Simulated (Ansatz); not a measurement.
CH5Al (SMILES [CH3][AlH2]) moved off its minimum; all values from Ansatz (a program for electronic structure), cores frozen in correlated methods.
(charge 0, multiplicity 1)
```xyz
7

Al     0.1298    -0.3439    -0.6216
H     -1.3203    -0.5017    -1.5711
H      1.4065    -0.9862    -1.2014
C     -0.0022     0.6043     1.0608
H     -0.1919     1.6966     0.9080
H      0.8268     0.4018     1.5863
H     -1.0658     0.2940     1.5704
```

Forces at wB97M-V/def2-TZVPP (eV/Å):

```
atom      Fx      Fy      Fz
----  ------  ------  ------
Al1   -2.057   0.055  -1.043
H2     1.300   0.130   0.818
H3     0.461  -0.170  -0.052
C4    -5.795   0.798  -1.498
H5     0.582  -0.745   0.092
H6     2.684  -0.432   2.564
H7     2.825   0.362  -0.882
```

Question: Give the forces (eV/Å), the total energy and the dipole at CCSD(T)/cc-pV(T+d)Z.

Answer: 
```
atom      Fx      Fy      Fz
----  ------  ------  ------
Al1   -2.095   0.008  -1.144
H2     1.232   0.119   0.766
H3     0.564  -0.218  -0.095
C4    -5.789   0.848  -1.449
H5     0.577  -0.659   0.093
H6     2.753  -0.435   2.657
H7     2.759   0.338  -0.828
```
Energy -282.9982 hartree, dipole 1.13 D.
